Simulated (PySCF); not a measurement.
## Polarisability and C₆ of O²⁺ (oxygen, charge +2)

[He] 2s2 2p2, high-spin 3P determinant. Computed with PySCF 2.14 in ANO-RCC-VTZP (4s3p2d1f, 30 functions), with the spin-free X2C one-electron Hamiltonian (Gaussian nucleus). Coupled (time-dependent) response in atomic units; α is the mean over directions. The basis has no added diffuse functions, which lowers α and C₆.

```
 method  mean α (bohr³)         α xx, yy, zz  C₆ (like pair)  S(−4)
    UHF           1.799  1.915, 1.741, 1.741           2.362  3.581
    PBE           1.740  1.857, 1.681, 1.681           2.335  2.767
   PBE0           1.741  1.860, 1.681, 1.681           2.324  2.846
LC-wPBE           1.743  1.864, 1.683, 1.683           2.338  2.799
 M06-2X           1.675  1.796, 1.614, 1.614           2.190  2.557
```

S(−4) is the Cauchy moment in α(ω) = α(0) + S(−4) ω² + …

α(iu) at UHF:

```
u (hartree)  α(iu) (bohr³)
          0          1.799
     0.0500          1.790
      0.100          1.765
      0.200          1.675
      0.300          1.557
      0.500          1.310
      0.750          1.054
       1.00         0.8623
       1.50         0.6035
       2.00         0.4414
       3.00         0.2602
       5.00         0.1180
```

For an ion, C₆ is the dispersion term alone; charge-induced terms of lower order in 1/R come first.

The components differ because the open shell of this determinant is not spherical; for a pure term their mean is the scalar polarisability.
